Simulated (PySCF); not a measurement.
Ga(F)(vinyl)(OH) (C₂H₄FGaO), SMILES C=[CH][Ga]([F])[OH]. Atoms are numbered in the order given.

```xyz
9

Ga    -0.0447    -0.3036     0.0000
F     -1.1115    -1.7247     0.0000
C     -0.7025     1.5190     0.0000
C      0.1465     2.5667     0.0000
H     -1.7916     1.6979     0.0000
H     -0.2179     3.6100     0.0000
H      1.2422     2.4366     0.0000
O      1.7062    -0.7064     0.0000
H      1.8430    -1.6722     0.0000
```

The structure is a stationary point at PBE-D3(BJ)/def2-SVP. The structure was generated by enumeration; whether it is a known compound was not checked. The values are those of a single conformer.

Method: PySCF with PBE/pcSseg-1.

GIAO shieldings, no solvent; atoms listed in one row are averaged. δ = σ(ref) − σ: ¹⁹F against CFCl3 (σ = 133.6 ppm); ¹³C against TMS (σ = 182.0 ppm); ¹H against TMS (σ = 31.49 ppm); ¹⁷O against H2O (σ = 334.3 ppm), references at their B3LYP-D3(BJ)/def2-TZVP geometries, non-relativistic.

```tsv
nucleus	atoms	count	δ (ppm)
¹⁹F	F2	1	-154.8
¹³C	C4	1	156.8
¹³C	C3	1	140.5
¹H	H6	1	7.35
¹H	H7	1	7.18
¹H	H5	1	6.67
¹H	H9	1	2.88
¹⁷O	O8	1	81.8
```
